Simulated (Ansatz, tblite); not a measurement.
Removing an electron: Ga(CO)H3 (CH₃GaO). Charge 0, multiplicity 1. Geometry: PBE0-D4/def2-TZVP. Ansatz, gas phase; energy differences of separate SCF runs; the oxidised species was run as a doublet alone.

```xyz
6

Ga   -0.020   -0.856   -0.068
C     0.048    1.353    0.099
O     0.055    2.468    0.197
H     0.245   -1.106    1.463
H     1.171   -0.972   -1.087
H    -1.499   -0.888   -0.604
```

The xTB rows come from tblite. Correlated methods freeze 11 core orbitals; core or outer-core shells of Ga are correlated, in sets that lack core-valence functions.

| level | −HOMO (eV) | vertical IE (eV) | −LUMO (eV) | HOMO–LUMO gap (eV) |
| --- | --- | --- | --- | --- |
| GFN2-xTB | 11.79 | 14.63 | 9.54 | 2.25 |
| HF/def2-TZVPP | – | 10.19 | – | – |
| PBE0-D4/def2-TZVP | 8.34 | 10.68 | 1.91 | 6.43 |
| CCSD/def2-TZVPP | – | 10.87 | – | – |

Estimate the rows for GFN1-xTB, r2SCAN-D4/def2-TZVP, MP2/def2-TZVPP, CCSD(T)/def2-TZVPP.


| level | −HOMO (eV) | vertical IE (eV) | −LUMO (eV) | HOMO–LUMO gap (eV) |
| --- | --- | --- | --- | --- |
| GFN1-xTB | 12.43 | 15.41 | 9.23 | 3.20 |
| r2SCAN-D4/def2-TZVP | 7.45 | 10.60 | 2.83 | 4.62 |
| MP2/def2-TZVPP | – | 10.82 | – | – |
| CCSD(T)/def2-TZVPP | – | 10.85 | – | – |

Run but left out: PBE-D4/def2-TZVP (charge +1 doublet: an occupied level 0.18 eV above an empty one).  Raw xTB energy differences between charge states are shifted by several eV; the methods need an empirical correction for them.
